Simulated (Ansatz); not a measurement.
The same ligand exchange along the group O, S, Se.

Computed with Ansatz on PBE0-D4/def2-TZVP structures; ΔE is electronic, products minus reactants. CCSD(T)/CBS is the MP2 limit (def2-TZVPP, def2-QZVPP) plus CCSD(T) − MP2 in def2-TZVPP, frozen cores. This one scheme is used for every species. DFT in def2-TZVPP. B3LYP here is the variant with VWN-RPA as its local correlation; programs differ in this. def2 core potentials past Kr. For Hf, Se outer-core shells are correlated without core-valence functions, which leaves a few kJ/mol of doubt a bond. Scalar relativity is left out up to krypton. Each species was taken in one conformer, which may not be the lowest.

```csv
reaction,MP2/CBS(def2) (kJ/mol),RPA@PBE/def2-TZVPP (kJ/mol),B3LYP-D4 (kJ/mol)
`[OH][Hf]([F])([F])[F]` + CH₃NH₂ → `C[NH][Hf]([F])([F])[F]` + H₂O,64,61,68
`[F][Hf]([F])([F])[SH]` + CH₃NH₂ → `C[NH][Hf]([F])([F])[F]` + H₂S,21,15,19
`[F][Hf]([F])([F])[SeH]` + CH₃NH₂ → `C[NH][Hf]([F])([F])[F]` + H₂Se,31,23,25
```

(1) Give the CCSD(T)/CBS values in the same order. (Estimate.)

Largest T1 diagnostic: 0.016, for `[F][Hf]([F])([F])[SH]`.

Results:

(1) Computed: 64, 21, 29 kJ/mol.
